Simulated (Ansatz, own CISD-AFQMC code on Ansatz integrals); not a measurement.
C2H5N, SMILES `[H]/N=C/C` (charge 0, multiplicity 1).

Cartesian coordinates (Å):
SMILES: [H]/N=C/C
```xyz
8

C     -0.9186    -0.1811    -0.2262
C      0.4532     0.2697     0.1563
N      1.4422    -0.5210     0.1520
H     -0.9112    -1.2372    -0.4903
H     -1.2880     0.4044    -1.0729
H     -1.6165    -0.0162     0.5997
H      0.5417     1.3268     0.4405
H      2.2972    -0.0454     0.4409
```
Charge 0, multiplicity 1.

Frozen-core correlation energies in cc-pVDZ at a geometry from B3LYP-D3(BJ)/def2-TZVP, on an HF energy of -133.08707 Ha (<S^2> = 0.00). Wave-function levels are from Ansatz, the walk from an own CISD-AFQMC code on Ansatz integrals (time step 0.005/Ha, trial state from CCSD amplitudes, largest double 0.12).

```tsv
level	correlation energy (mHa)
MP2	-442.9
CCSD	-478.3
CCSD(T)	-493.6
```

**Question.** What correlation energy does phaseless AFQMC give, and where does it lie among these levels?

**Answer.** -494.7 ± 0.4 mHa (one standard error). AFQMC minus each level: MP2 -51.9 mHa, CCSD -16.4 mHa, CCSD(T) -1.2 mHa.
